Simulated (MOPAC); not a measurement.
MOPAC input (PM7):

```
PM7 FORCE THERMO(298,298) PRECISE LET UHF MS=0.5 GEO-OK AUX(PRECISION=9) THREADS=1
C2H9N2Si

C    -1.45411204 1   -0.52442876 1   -1.01685476 1
Si   -0.00764327 1    0.00288752 1    0.03565277 1
C     1.63363871 1   -0.32642118 1   -0.78521165 1
N    -0.01337544 1   -0.91044722 1    1.58414576 1
N    -0.15144665 1    1.75422157 1    0.34562431 1
H    -1.34364274 1   -1.55281930 1   -1.40226038 1
H    -2.40481292 1   -0.47579574 1   -0.45419077 1
H    -1.55525089 1    0.15072631 1   -1.89017083 1
H     1.71341214 1   -1.35562761 1   -1.17563423 1
H     2.47365861 1   -0.16642331 1   -0.08301028 1
H     1.77520724 1    0.37021054 1   -1.63573736 1
H    -0.09759877 1   -1.91156690 1    1.56743148 1
H    -1.03600967 1    2.06460497 1    0.73519928 1
H     0.60233927 1    2.16883552 1    0.88578989 1
```

Output:

```
 *******************************************************************************
 **                                                                           **
 **                              MOPAC v23.2.5                                **
 **                                                                           **
 *******************************************************************************
 ** MOPAC's Digital Object Identifier: https://doi.org/10.5281/zenodo.6511958 **
 **                                                                           **
 ** Please cite the open-source release paper for use of this MOPAC version:  **
 ** J. E. Moussa and J. J. P. Stewart (2026)                                  **
 ** MOPAC: An open-source semiempirical molecular orbital program             **
 ** J. Open Source Softw., 11(119), 8025, https://doi.org/10.21105/joss.08025 **
 *******************************************************************************

                              PM7 CALCULATION RESULTS

 *******************************************************************************
 *  PM7        - The PM7 Hamiltonian to be used
 *  GEO-OK     - OVERRIDE INTERATOMIC DISTANCE AND OTHER SAFETY CHECKS
 *  UHF        - UNRESTRICTED HARTREE-FOCK CALCULATION
 *  MS=        - IN MECI, MAGNETIC COMPONENT OF SPIN =  0.5
 *  LET        - OVERRIDE SOME SAFETY CHECKS
 *  PRECISE    - TIGHTER CRITERIA TO BE USED
 *  FORCE      - FORCE CALCULATION SPECIFIED
 *  AUX        - OUTPUT AUXILIARY INFORMATION
 *  THERMO     - THERMODYNAMIC QUANTITIES TO BE CALCULATED
 *******************************************************************************
PM7 FORCE THERMO(298,298) PRECISE LET UHF MS=0.5 GEO-OK AUX(PRECISION=9) THREADS=1
 C2H9N2Si

   ATOM   CHEMICAL          X               Y               Z
  NUMBER   SYMBOL      (ANGSTROMS)     (ANGSTROMS)     (ANGSTROMS)

     1       C         -1.45411204  *  -0.52442876  *  -1.01685476  *
     2      Si         -0.00764327  *   0.00288752  *   0.03565277  *
     3       C          1.63363871  *  -0.32642118  *  -0.78521165  *
     4       N         -0.01337544  *  -0.91044722  *   1.58414576  *
     5       N         -0.15144665  *   1.75422157  *   0.34562431  *
     6       H         -1.34364274  *  -1.55281930  *  -1.40226038  *
     7       H         -2.40481292  *  -0.47579574  *  -0.45419077  *
     8       H         -1.55525089  *   0.15072631  *  -1.89017083  *
     9       H          1.71341214  *  -1.35562761  *  -1.17563423  *
    10       H          2.47365861  *  -0.16642331  *  -0.08301028  *
    11       H          1.77520724  *   0.37021054  *  -1.63573736  *
    12       H         -0.09759877  *  -1.91156690  *   1.56743148  *
    13       H         -1.03600967  *   2.06460497  *   0.73519928  *
    14       H          0.60233927  *   2.16883552  *   0.88578989  *

          CARTESIAN COORDINATES

    NO.       ATOM           X           Y           Z

     1         C         -1.4541     -0.5244     -1.0169
     2        Si         -0.0076      0.0029      0.0357
     3         C          1.6336     -0.3264     -0.7852
     4         N         -0.0134     -0.9104      1.5841
     5         N         -0.1514      1.7542      0.3456
     6         H         -1.3436     -1.5528     -1.4023
     7         H         -2.4048     -0.4758     -0.4542
     8         H         -1.5553      0.1507     -1.8902
     9         H          1.7134     -1.3556     -1.1756
[...]
 TRAVEL (Ang.)       0.2460         C  3 -- H  9          +2.3% ( 15.6%)     97.4%
 REDUCED MASS        0.4077         C  3 -- H 10          +1.8% ( 13.7%)     95.8%
 EFFECTIVE MASS      1.4473
 FORCE CONSTANT      1.7954

 VIBRATION         33   33A           ATOM PAIR      ENERGY CONTRIBUTION    RADIAL
 FREQUENCY          2737.43         C  3 -- H  9         +20.7% ( 44.0%)     97.1%
 TRANSITION DIPOLE   0.9426         C  3 -- H 10         +18.8% ( 41.9%)     96.5%
 TRAVEL (Ang.)       0.4103         C  3 -- H 11         +16.3% ( 39.0%)     95.6%
 REDUCED MASS        0.1463         C  1 -- H  6         +11.4% ( 32.6%)     96.9%
 EFFECTIVE MASS      1.1593         C  1 -- H  7         +11.0% ( 32.0%)     96.7%
 FORCE CONSTANT      0.6461

 VIBRATION         34   34A           ATOM PAIR      ENERGY CONTRIBUTION    RADIAL
 FREQUENCY          2740.61         C  1 -- H  6         +21.3% ( 44.4%)     96.9%
 TRANSITION DIPOLE   0.5036         C  1 -- H  7         +19.1% ( 42.1%)     96.4%
 TRAVEL (Ang.)       0.3983         C  1 -- H  8         +17.6% ( 40.4%)     95.8%
 REDUCED MASS        0.1551         C  3 -- H  9         +12.4% ( 33.9%)     97.1%
 EFFECTIVE MASS      1.1421         C  3 -- H 10         +10.6% ( 31.3%)     96.2%
 FORCE CONSTANT      0.6865

 VIBRATION         35   35A           ATOM PAIR      ENERGY CONTRIBUTION    RADIAL
 FREQUENCY          2747.16         N  4 -- H 12         +92.1% ( 95.8%)     99.6%
 TRANSITION DIPOLE   0.6958         C  1 -- H  6          +1.7% ( 13.1%)     97.0%
 TRAVEL (Ang.)       0.1757         C  1 -- H  7          +1.4% ( 11.7%)     95.5%
 REDUCED MASS        0.7949         C  3 -- H  9          +1.3% ( 11.2%)     97.1%
 EFFECTIVE MASS      1.3636
 FORCE CONSTANT      3.5346

 VIBRATION         36   36A           ATOM PAIR      ENERGY CONTRIBUTION    RADIAL
 FREQUENCY          2785.22         N  5 -- H 13         +51.7% ( 70.5%)     98.2%
 TRANSITION DIPOLE   0.7889         N  5 -- H 14         +47.7% ( 67.7%)     97.8%
 TRAVEL (Ang.)       0.2236         Si 2 -- N  5          +0.3% (  5.3%)     60.5%
 REDUCED MASS        0.4842
 EFFECTIVE MASS      1.2028
 FORCE CONSTANT      2.2131

      SYMMETRY NUMBER FOR POINT-GROUP C1  =  1

          SYSTEM IS A GROUND STATE

 C2H9N2Si

          MOLECULE IS NOT LINEAR

          THERE ARE 36 GENUINE VIBRATIONS IN THIS SYSTEM
          THIS THERMODYNAMICS CALCULATION IS LIMITED TO
          MOLECULES WHICH HAVE NO INTERNAL ROTATIONS

                    CALCULATED THERMODYNAMIC PROPERTIES
                                          *
   TEMP. (K)   PARTITION FUNCTION   H.O.F.    ENTHALPY  HEAT CAPACITY ENTROPY
                                   KCAL/MOL   CAL/MOLE    CAL/K/MOL  CAL/K/MOL

 298.00  VIB.     0.2477D+03                  3885.2782    24.5075    23.9921
         ROT.     0.1435D+06                   888.2803     2.9808    26.5772
         INT.     0.3555D+08                  4773.5585    27.4883    50.5693
         TRA.     0.8144D+27                  1480.4672     4.9680    39.3748
         TOT.                       -9.940    6254.0257    32.4564    89.9442

   *: NOTE: HEATS OF FORMATION ARE RELATIVE TO THE
            ELEMENTS IN THEIR STANDARD STATE AT 298K
              (=  Standard Enthalpy of Formation).

            Hvib:  Zero-point energy is not included.
                   frequencies of less than zero cm-1 are not included.
            Hrot = (3/2)RT
            Htra = (3/2)RT + pV = (5/2)RT

            Heat capacity is Cp, not Cv

          For more information, see: HTTP://OpenMOPAC.net/Manual/thermochemistry.html

           FORCE CONSTANT IN CARTESIAN COORDINATES (Millidynes/A)

    ATOM   CHEMICAL       X               Y               Z
   NUMBER   SYMBOL  FORCE CONSTANT  FORCE CONSTANT  FORCE CONSTANT

      1       C        4.972595        5.767669        5.797089
      2      Si        5.174781        5.193813        6.207099
      3       C        5.619347        5.086663        5.794155
      4       N        1.240806        1.360514        5.740073
      5       N        5.619776        5.196478        3.195673
      6       H        1.102199        1.783550        2.244037
      7       H        1.064229        3.421733        0.630733
      8       H        1.009270        0.893636        3.197417
      9       H        1.113363        1.781467        2.234316
     10       H        3.905888        0.571642        0.635989
     11       H        0.631700        1.249617        3.212504
     12       H        0.601853        0.428122        3.656115
     13       H        1.295397        3.542240        0.537507
     14       H        4.140239        0.707449        0.528325

 **********************
 *                    *
 * JOB ENDED NORMALLY *
 *                    *
 **********************

 == MOPAC DONE ==
```
